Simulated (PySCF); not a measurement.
CH4MgSSe, SMILES C[S][Mg][SeH].

The structure is a stationary point at B3LYP-D3(BJ)/def2-SVP. The structure was generated by enumeration; whether it is a known compound was not checked. One conformer was computed; it need not be the lowest.

Computed with TDDFT-B3LYP/def2-SVPD in PySCF 2.14.0.

Vertical excitations. Gas-phase values at a fixed geometry.

Task: Give excitation energies, oscillator strengths and character. (An estimate is asked for; the answer gives what the named calculation found.)

Result: 
```json
[
 {"state": "S1", "energy (eV)": "3.81", "λ (nm)": "325", "f": "0.020", "main pairs": "HOMO→LUMO 99 %"},
 {"state": "S2", "energy (eV)": "4.05", "λ (nm)": "306", "f": "0.040", "main pairs": "HOMO−1→LUMO 99 %"},
 {"state": "S3", "energy (eV)": "4.45", "λ (nm)": "279", "f": "0.001", "main pairs": "HOMO→LUMO+1 99 %"},
 {"state": "S4", "energy (eV)": "4.70", "λ (nm)": "264", "f": "0.031", "main pairs": "HOMO−2→LUMO 50 %, HOMO→LUMO+2 42 %"},
 {"state": "S5", "energy (eV)": "4.89", "λ (nm)": "253", "f": "0.000", "main pairs": "HOMO−1→LUMO+2 97 %"},
 {"state": "S6", "energy (eV)": "4.98", "λ (nm)": "249", "f": "0.006", "main pairs": "HOMO−1→LUMO+1 65 %, HOMO→LUMO+2 23 %"},
 {"state": "S7", "energy (eV)": "5.26", "λ (nm)": "236", "f": "0.372", "main pairs": "HOMO−2→LUMO 35 %, HOMO→LUMO+2 23 %, HOMO−2→LUMO+1 18 %, HOMO−1→LUMO+1 16 %"},
 {"state": "S8", "energy (eV)": "5.34", "λ (nm)": "232", "f": "0.084", "main pairs": "HOMO−2→LUMO+1 79 %"},
 {"state": "S9", "energy (eV)": "5.48", "λ (nm)": "226", "f": "0.006", "main pairs": "HOMO−1→LUMO+3 92 %"},
 {"state": "S10", "energy (eV)": "5.51", "λ (nm)": "225", "f": "0.006", "main pairs": "HOMO−2→LUMO+2 95 %"},
 {"state": "T1", "energy (eV)": "3.58", "λ (nm)": "346", "f": "0", "main pairs": "HOMO→LUMO 97 %"},
 {"state": "T2", "energy (eV)": "3.78", "λ (nm)": "328", "f": "0", "main pairs": "HOMO−1→LUMO 98 %"},
 {"state": "T3", "energy (eV)": "4.24", "λ (nm)": "293", "f": "0", "main pairs": "HOMO−2→LUMO 89 %"},
 {"state": "T4", "energy (eV)": "4.24", "λ (nm)": "292", "f": "0", "main pairs": "HOMO→LUMO+1 93 %"}
]
```
Triplets are in the Tamm–Dancoff approximation, which puts them higher than full response would, so one can lie above its singlet here.
